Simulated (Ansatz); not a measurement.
`CO[CH2][SnH2][SiH2][GaH][GaH2]`. The species carries charge 0 and has multiplicity 1. Sn takes the def2 core potential. The geometry is a stationary point of PBE0-D4/def2-TZVP. It is one conformer, not always the lowest.

```xyz
19

C     1.661    1.065   -0.371
O     1.310   -0.304   -0.409
C     1.125   -0.897    0.879
Sn   -0.553   -0.088    2.057
Si   -2.238    0.946    0.418
Ga   -2.031   -0.408   -1.595
Ga    0.288   -1.099   -2.109
H     0.847    1.665    0.053
H     1.851    1.379   -1.395
H     2.563    1.199    0.232
H     0.943   -1.956    0.693
H     2.061   -0.805    1.438
H    -1.146   -1.447    2.913
H     0.115    0.991    3.210
H    -3.538    1.140    1.122
H    -1.670    2.309    0.170
H    -3.382   -0.792   -2.319
H     1.127   -0.293   -3.177
H     0.667   -2.605   -1.812
```

(1) What is the dipole moment at B3LYP/def2-TZVPP? (An estimate is asked.)

(2) And with PBE, r2SCAN, ωB97M-V? (Best estimate.)

(3) Give the Mulliken charges with B3LYP, ωB97M-V, PBE in def2-TZVPP. (Estimate.)

Answers

(1) Computed: 2.55 D, with components (1.60, 1.32, 1.49) D in this frame, pointing from negative to positive charge.

(2) Ansatz gave: PBE 2.54 D, r2SCAN 2.63 D, ωB97M-V 2.52 D.

(3) Ansatz gave: 
```json
{"atom": "C1", "B3LYP": "-0.12", "ωB97M-V": "-0.17", "PBE": "-0.12"}
{"atom": "O2", "B3LYP": "-0.24", "ωB97M-V": "-0.24", "PBE": "-0.16"}
{"atom": "C3", "B3LYP": "-0.31", "ωB97M-V": "-0.39", "PBE": "-0.30"}
{"atom": "Sn4", "B3LYP": "0.52", "ωB97M-V": "0.38", "PBE": "0.46"}
{"atom": "Si5", "B3LYP": "-0.07", "ωB97M-V": "-0.11", "PBE": "-0.12"}
{"atom": "Ga6", "B3LYP": "0.11", "ωB97M-V": "0.06", "PBE": "0.11"}
{"atom": "Ga7", "B3LYP": "0.09", "ωB97M-V": "0.04", "PBE": "0.03"}
{"atom": "H8", "B3LYP": "0.10", "ωB97M-V": "0.12", "PBE": "0.10"}
{"atom": "H9", "B3LYP": "0.13", "ωB97M-V": "0.14", "PBE": "0.12"}
{"atom": "H10", "B3LYP": "0.12", "ωB97M-V": "0.14", "PBE": "0.11"}
{"atom": "H11", "B3LYP": "0.15", "ωB97M-V": "0.18", "PBE": "0.14"}
{"atom": "H12", "B3LYP": "0.13", "ωB97M-V": "0.16", "PBE": "0.12"}
{"atom": "H13", "B3LYP": "-0.13", "ωB97M-V": "-0.08", "PBE": "-0.11"}
{"atom": "H14", "B3LYP": "-0.13", "ωB97M-V": "-0.09", "PBE": "-0.11"}
{"atom": "H15", "B3LYP": "-0.06", "ωB97M-V": "-0.01", "PBE": "-0.05"}
{"atom": "H16", "B3LYP": "-0.06", "ωB97M-V": "0.00", "PBE": "-0.04"}
{"atom": "H17", "B3LYP": "-0.05", "ωB97M-V": "-0.01", "PBE": "-0.03"}
{"atom": "H18", "B3LYP": "-0.09", "ωB97M-V": "-0.05", "PBE": "-0.07"}
{"atom": "H19", "B3LYP": "-0.09", "ωB97M-V": "-0.05", "PBE": "-0.07"}
```

B3LYP here is the variant with VWN-RPA as its local correlation; programs differ in this.
